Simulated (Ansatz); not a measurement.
Molecule: sum formula H7SiN3O, net charge 0, singlet state. 
Structure (B3LYP-D3(BJ)/def2-TZVP (Ansatz, an electronic-structure program) minimum search):
```xyz
12

Si     0.0009     0.0009     0.0145
O     -0.3708    -1.1735     1.1206
N     -1.1972     1.0941    -0.5258
N      1.1161     0.9444     0.9017
N      0.4259    -0.8496    -1.4234
H     -0.8788    -1.9139     0.7815
H     -1.5326     1.8212     0.0845
H     -1.8876     0.8209    -1.2055
H      1.5448     1.7667     0.5127
H      1.6677     0.5327     1.6355
H      1.0492    -1.6401    -1.3682
H      0.5791    -0.3349    -2.2767
```

Parts of the frozen-core correlation energy in cc-pVTZ (Ansatz, hartree). Frozen orbitals: 9; correlated occupied orbitals by spin: 16 and 16; virtual: 227 and 227. No spin-orbit coupling. No relativistic terms.

```json
[
 {"term": "reference (HF)", "value": "-531.50149"},
 {"term": "MP2 opposite-spin", "value": "…"},
 {"term": "MP2 same-spin", "value": "…"},
 {"term": "CCSD correlation", "value": "-1.03605"},
 {"term": "(T)", "value": "…"},
 {"term": "T1 diagnostic", "value": "0.009"},
 {"term": "largest doubles amplitude", "value": "0.013"}
]
```

Fill in the missing entries.


- MP2 opposite-spin, value: -0.76044
- MP2 same-spin, value: -0.24706
- (T), value: -0.03817
